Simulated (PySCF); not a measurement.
Species: C8H13AlO.
Atom-mapped SMILES: `[CH3:1][O+:2]([CH3:3])[AlH2-:4][c:5]1[cH:6][cH:7][cH:8][cH:9][cH:10]1` (hydrogens: H11, H12, H13 on C1; H14, H15, H16 on C3; H17, H18 on Al4; H19 on C6; H20 on C7; H21 on C8; H22 on C9; H23 on C10)

Cartesian coordinates in Å at the PBE0-D3(BJ)/def2-SVP level; atoms count from 1:
```xyz
23
C8H13AlO angstrom
C     -2.0036   -1.0341   -0.0533
O     -2.0042    0.3470   -0.3760
C     -3.0023    1.1085    0.2798
Al    -0.4957    1.1250   -1.4443
C      1.0210    0.3170   -0.4618
C      1.7585   -0.7541   -0.9991
C      2.7939   -1.3668   -0.2914
C      3.1207   -0.9178    0.9875
C      2.4120    0.1447    1.5484
C      1.3809    0.7489    0.8283
H     -1.1903   -1.5060   -0.6177
H     -2.9685   -1.4848   -0.3345
H     -1.8180   -1.1717    1.0238
H     -4.0020    0.7376    0.0024
H     -2.8828    2.1480   -0.0470
H     -2.8718    1.0449    1.3725
H     -0.8448    2.6660   -1.1657
H     -0.7698    0.4863   -2.8898
H      1.5193   -1.1216   -2.0036
H      3.3497   -2.1961   -0.7380
H      3.9310   -1.3937    1.5464
H      2.6687    0.5054    2.5486
H      0.8470    1.5889    1.2879
```

The closed-shell ground state was solved at several levels (PySCF, density fitting, gas phase, non-relativistic).

```tsv
level	basis functions	HOMO (eV)	LUMO (eV)	gap (eV)	dipole (D)
HF/pcSseg-1	242	-8.69	3.06	11.75	5.48
PBE0/def2-SVPD	311	-6.93	-0.35	6.58	4.98
```

Task: What might PBE0/pcSseg-1 (242 basis functions) give for the same quantities?

Result: HOMO -6.91 eV, LUMO -0.30 eV, gap 6.61 eV, dipole 5.20 D.

Task: Over all these levels, which gives the widest orbital gap and which the narrowest?

Result: HF/pcSseg-1 (Hartree–Fock, all exact exchange) has the widest, 11.75 eV, and PBE0/def2-SVPD (global hybrid, 25 % exact exchange) the narrowest, 6.58 eV. Functional and basis both differ between the two, so the spread mixes both effects. The HOMO need not be the same orbital at Hartree–Fock and at DFT levels.

Task: How far do the dipole and the HOMO energy spread over the levels?

Result: The dipole runs from 4.98 to 5.48 D (mean 5.22 D) and the HOMO from -8.69 to -6.91 eV.

One conformer stands for the species.
